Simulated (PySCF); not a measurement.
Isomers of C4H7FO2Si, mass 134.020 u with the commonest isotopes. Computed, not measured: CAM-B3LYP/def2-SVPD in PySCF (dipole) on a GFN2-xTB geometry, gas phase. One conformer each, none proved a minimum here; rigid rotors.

Question: Order these by radius of gyration √(Σ m r²/M), largest first.
A. `[O:1]=[C:2]([OH:3])[SiH2:4]/[CH:5]=[CH:6]\[CH2:7][F:8]` with O1–C2–O3–H 0°, O1–C2–Si4–C5 0°, C2–Si4–C5–C6 180°, C5–C6–C7–F8 0°
B. `[O:1]=[C:2]([OH:3])[SiH2:4]/[CH:5]=[CH:6]/[CH2:7][F:8]` with O1–C2–O3–H 0°, O1–C2–Si4–C5 -109°, C2–Si4–C5–C6 120°, C5–C6–C7–F8 1°
C. `[O:1]=[C:2]1[CH2:3][O:4][C@@H:5]([CH2:6][F:7])[SiH2:8]1` with O4–C5–C6–F7 86°, O1–C2–C3–O4 -163°, C2–C3–O4–C5 -43°, C3–O4–C5–C6 -78°, O4–C5–Si8–C2 -26°

Answer: B (2.508 Å), A (2.348 Å), C (1.868 Å).

Question: Order these by rotational constant B, largest first.
A. `[O:1]=[C:2]1[CH2:3][O:4][C@@H:5]([CH2:6][F:7])[SiH2:8]1` with O4–C5–C6–F7 86°, O1–C2–C3–O4 -163°, C2–C3–O4–C5 -43°, C3–O4–C5–C6 -78°, O4–C5–Si8–C2 -26°
B. `[O:1]=[C:2]([OH:3])[SiH2:4]/[CH:5]=[CH:6]\[CH2:7][F:8]` with O1–C2–O3–H 0°, O1–C2–Si4–C5 0°, C2–Si4–C5–C6 180°, C5–C6–C7–F8 0°
C. `[O:1]=[C:2]([OH:3])[SiH2:4]/[CH:5]=[CH:6]/[CH2:7][F:8]` with O1–C2–O3–H 0°, O1–C2–Si4–C5 -109°, C2–Si4–C5–C6 120°, C5–C6–C7–F8 1°

Answer: A (1433 MHz), B (810.7 MHz), C (682.6 MHz).

Question: Order these by dipole moment, smallest first.
A. `[O:1]=[C:2]([OH:3])[SiH2:4]/[CH:5]=[CH:6]\[CH2:7][F:8]` with O1–C2–O3–H 0°, O1–C2–Si4–C5 0°, C2–Si4–C5–C6 180°, C5–C6–C7–F8 0°
B. `[O:1]=[C:2]1[CH2:3][O:4][C@@H:5]([CH2:6][F:7])[SiH2:8]1` with O4–C5–C6–F7 86°, O1–C2–C3–O4 -163°, C2–C3–O4–C5 -43°, C3–O4–C5–C6 -78°, O4–C5–Si8–C2 -26°
C. `[O:1]=[C:2]([OH:3])[SiH2:4]/[CH:5]=[CH:6]/[CH2:7][F:8]` with O1–C2–O3–H 0°, O1–C2–Si4–C5 -109°, C2–Si4–C5–C6 120°, C5–C6–C7–F8 1°

Answer: C (1.81 D), A (2.11 D), B (3.49 D).

| SMILES | point group | Ia (u·Å²) | Ib (u·Å²) | Ic (u·Å²) | κ | μa (D) | μb (D) | μc (D) |
| --- | --- | --- | --- | --- | --- | --- | --- | --- |
| O=C(O)[SiH2]/C=C/CF | C1 | 155.22 | 740.34 | 790.62 | -0.97 | 1.43 | 1.01 | 0.49 |
| O=C1CO[C@@H](CF)[SiH2]1 | C1 | 206.68 | 352.75 | 375.54 | -0.84 | 2.96 | 0.28 | 1.83 |
| O=C(O)[SiH2]/C=C\CF | Cs | 120.10 | 623.40 | 734.33 | -0.93 | 2.10 | 0.21 | 0.00 |
